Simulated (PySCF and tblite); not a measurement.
Results of a calculation; reference values are marked as such.
C5H6OS, numbered as in [SH:1][CH2:2][c:3]1[cH:4][cH:5][cH:6][o:7]1.

Conformers came from 90 starts (ETKDG, MMFF94s, GFN2-xTB); geometries are GFN2-xTB. Energies: PBE0-D3(BJ)/def2-SVP (IEF-PCM, chloroform), with GFN2-xTB thermal terms (modes under about 100 cm⁻¹ blended into free rotors). Symmetry numbers and mirror images are counted. Conformers within 3 kcal/mol (GFN2-xTB free energy) were kept, 10 at most. Programs: PySCF with density fitting and tblite.

An NOE distance is ⟨r⁻⁶⟩^(−1/6) over all pairs of like atoms and, for the average, over conformers.

Torsions listed: H1–S1–C2–C3, S1–C2–C3–O7. Of a mirror pair one member is shown.

```tsv
conformer	shape	weight %
1	-59°, 88°	56.6
2	-58°, -93°	30.7
3	180°, -96°	12.7
```

Task: Which H–H contacts under 3.5 Å would NOEs report (pairs on one atom left out) at 298.15 K?

Result: 
```tsv
pair	in 1 (Å)	in 2 (Å)	in 3 (Å)	average (Å)
H4 ··· H5	2.71	2.70	2.71	2.71
H5 ··· H6	2.73	2.73	2.73	2.73
H1 ··· H2	2.84	2.85	2.59	2.80
H2 ··· H4	3.12	3.18	3.17	3.15
```

Longer pairs under the limit may be missing.
